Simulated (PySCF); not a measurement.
N-methylsilyl-N-silylmethanamine (C₂H₁₁NSi₂), SMILES C[SiH2]N(C)[SiH3].

Geometry optimised at PBE0-D3(BJ)/def2-SVP. Other conformers were not sampled.

Two levels are set side by side: TDA-PBE/def2-SVPD (PySCF) and TDA-LC-ωPBE/def2-SVPD (PySCF). Vertical, same geometry. The lowest singlet is HOMO→LUMO 99 % with PBE and HOMO→LUMO 43 %, HOMO→LUMO+1 28 %, HOMO→LUMO+2 19 % with the other functional; states are paired by order. Differences are taken from unrounded values.

```csv
quantity,TDA-LC-ωPBE
lowest singlet excitation (eV),6.67
lowest triplet excitation (TDA) (eV),6.30
```

Question: What does TDA-PBE give, and how far is it from TDA-LC-ωPBE? (Estimate from the structure and the level; the computed values follow.)

Answer: 
```tsv
quantity	TDA-PBE	TDA-PBE minus TDA-LC-ωPBE
lowest singlet excitation (eV)	5.14	-1.53
lowest triplet excitation (TDA) (eV)	4.95	-1.35
```

A lower first singlet is the usual sign of a functional without exact exchange. Differences between two approximate levels are no errors against the true value.

Rough cost on one machine, each run with all the roots and properties that it gave: TDA-LC-ωPBE against TDA-PBE about 3 times.
